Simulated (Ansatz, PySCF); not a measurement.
This Ansatz (a quantum-chemistry and plane-wave program) input computes a r2SCAN/def2-TZVPD energy:

Ansatz 0.2 input:
```yaml
crystal:
  periodic: [false, false, false]
  atoms:
    - {symbol: B, position_ang: [-0.77657967, 0.03230627, -0.00413419]}
    - {symbol: N, position_ang: [0.60979542, -0.02536793, 0.00324630]}
    - {symbol: H, position_ang: [-1.39837774, -0.98543134, -0.02544751]}
    - {symbol: H, position_ang: [-1.31189213, 1.09818051, 0.01101914]}
    - {symbol: H, position_ang: [1.19719081, 0.79223349, 0.02089926]}
    - {symbol: H, position_ang: [1.12740949, -0.88893853, -0.00852404]}
basis:
  gaussian:
    orbitals: def2-TZVPD
hamiltonian:
  xc: {name: r2SCAN}
output: {forces: true}
```

### Question
Write an input for the same energy in PySCF and say what it gives.

### Answer

```python
from pyscf import gto, scf, dft

mol = gto.M(
    atom='''
    B    -0.77657967    0.03230627   -0.00413419
    N     0.60979542   -0.02536793    0.00324630
    H    -1.39837774   -0.98543134   -0.02544751
    H    -1.31189213    1.09818051    0.01101914
    H     1.19719081    0.79223349    0.02089926
    H     1.12740949   -0.88893853   -0.00852404
    ''',
    basis='def2-tzvpd',
    charge=0,
    spin=0,
    verbose=4,
)

mf = dft.RKS(mol, xc='r2scan').density_fit(auxbasis='def2-universal-jkfit')
mf.grids.level = 4
mf.conv_tol = 1e-9
mf.max_cycle = 100
mf.max_memory = 1500
mf.kernel()
if not mf.converged:
    mf = mf.newton()
    mf.kernel(mf.make_rdm1())
mf.analyze()
```
It gives -82.01538 Eh, and Ansatz -82.01533 Eh, a difference of 0.05 mEh, from the treatment of integrals and grids.
